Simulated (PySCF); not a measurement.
ClH3OSiZn, SMILES [SiH3][O][Zn][Cl]. Heavy atoms are numbered as in [Zn:1]([Cl:2])[O:3][SiH3:4]. Hydrogens are named by the atom that carries them.

Geometry optimised at B3LYP-D3(BJ)/def2-SVP. The structure was generated by enumeration; whether it is a known compound was not checked. Other conformers were not sampled.

Calculation: B3LYP/pcSseg-1 in PySCF.

GIAO shieldings, no solvent; atoms alike by connectivity are averaged. δ = σ(ref) − σ: ³⁵Cl against HCl (σ = 933.3 ppm); ¹⁷O against H2O (σ = 333.8 ppm); ²⁹Si against TMS (σ = 338.7 ppm); ¹H against TMS (σ = 31.68 ppm), references at their B3LYP-D3(BJ)/def2-TZVP geometries, non-relativistic (without spin–orbit terms, shifts of atoms bonded to Cl or Br come out too high).

```tsv
atoms	nucleus	count	δ (ppm)
Cl2	³⁵Cl	1	(withheld)
O3	¹⁷O	1	7.6
Si4 (SiH3)	²⁹Si	1	(withheld)
H on Si4	¹H	3	5.42
```

### Question
What belongs in the gaps? (Estimate from the structure and the level; the computed values follow.)

### Answer

- Si4 (SiH3), δ (ppm): -38.0
- Cl2, δ (ppm): -134.9
